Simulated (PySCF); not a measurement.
C₃H₆F₂Si, SMILES F[C@H]1[C@H](F)C1[SiH3].

Geometry optimised at PBE-D3(BJ)/def2-SVP. The structure was generated by enumeration; whether it is a known compound was not checked.

Level of theory: PBE-D3(BJ)/def2-SVP run with PySCF.

Frequencies are harmonic and unscaled.

| mode | ν (cm⁻¹) | IR (km/mol) | moving atoms (share of kinetic energy) |
|---|---|---|---|
| 1 | 103 | 0.1 | H 60 %, F 23 %, Si 10 % |
| 2 | 131 | 0.3 | H 48 %, F 29 %, Si 15 % |
| 3 | 183 | 1.5 | C 31 %, Si 25 %, H 23 %, F 21 % |
| 4 | 275 | 6.6 | F 56 %, C 28 %, H 10 % |
| 5 | 296 | 10.8 | C 44 %, F 32 %, H 23 % |
| 6 | 425 | 6.6 | F 57 %, C 21 %, H 12 %, Si 10 % |
| 7 | 468 | 7.4 | H 34 %, C 31 %, F 25 %, Si 9 % |
| 8 | 572 | 4.8 | H 68 %, Si 16 %, C 15 % |
| 9 | 647 | 27.1 | H 65 %, C 19 %, Si 13 % |
| 10 | 735 | 7.9 | C 45 %, H 35 %, F 12 % |
| 11 | 874 | 153.4 | H 70 %, C 21 % |
| 12 | 889 | 23.5 | C 62 %, H 31 % |
| 13 | 899 | 123.0 | H 73 %, C 13 %, Si 9 % |
| 14 | 914 | 40.5 | H 94 % |
| 15 | 917 | 19.8 | H 83 %, C 13 % |
| 16 | 962 | 17.8 | H 62 %, C 36 % |
| 17 | 995 | 8.4 | H 73 %, C 24 % |
| 18 | 1040 | 16.4 | C 51 %, H 49 % |
| 19 | 1071 | 71.8 | C 49 %, H 35 %, F 16 % |
| 20 | 1141 | 40.1 | C 53 %, H 25 %, F 22 % |
| 21 | 1164 | 77.6 | H 47 %, C 37 %, F 16 % |
| 22 | 1216 | 31.5 | H 60 %, C 38 % |
| 23 | 1276 | 24.1 | H 80 %, C 19 % |
| 24 | 1424 | 71.6 | C 73 %, H 24 % |
| 25 | 2169 | 69.9 | H 99 % |
| 26 | 2178 | 95.3 | H 96 % |
| 27 | 2183 | 89.8 | H 96 % |
| 28 | 3076 | 6.6 | H 92 %, C 8 % |
| 29 | 3084 | 2.6 | H 92 %, C 8 % |
| 30 | 3092 | 5.4 | H 92 %, C 8 % |
